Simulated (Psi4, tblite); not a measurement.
Approach curve of the dimer C4H12Ge ··· CH4O (SMILES C[C](C)(C)[GeH3] and CO). Monomers: optimised at B3LYP-D3(BJ) (def2-SVP and def2-TZVP), held rigid. Orientation: lowest of the rigid-body minima from ten starts at GFN2-xTB. Only R, the distance of the centres of mass, is varied, so the lowest point isn't the relaxed dimer.

GFN2-xTB (tblite); HF/aug-cc-pVDZ, counterpoise-corrected (Psi4); SAPT0/jun-cc-pVDZ, frozen core (Psi4).

Interaction energies in kJ/mol:

```
R / Å  GFN2-xTB  HF/aug-cc-pVDZ
-----  --------  --------------
3.92      -3.18           62.14
4.11     -18.86           33.56
4.34     -24.09           14.88
4.54     -22.53            6.71
4.76     -18.35            2.35
5.02     -12.95            0.31
5.36      -7.33           -0.31
5.81      -2.99           -0.17
6.53      -0.43            0.14
7.51       0.25            0.24
8.86       0.28            0.20
```

Q: Estimate the SAPT0/jun-cc-pVDZ values at these points.

A: 3.92: 34.16; 4.11: 13.46; 4.34: 1.33; 4.54: -2.98; 4.76: -4.40; 5.02: -4.14; 5.36: -2.93; 5.81: -1.52; 6.53: -0.38; 7.51: 0.07; 8.86: 0.16 (kJ/mol).
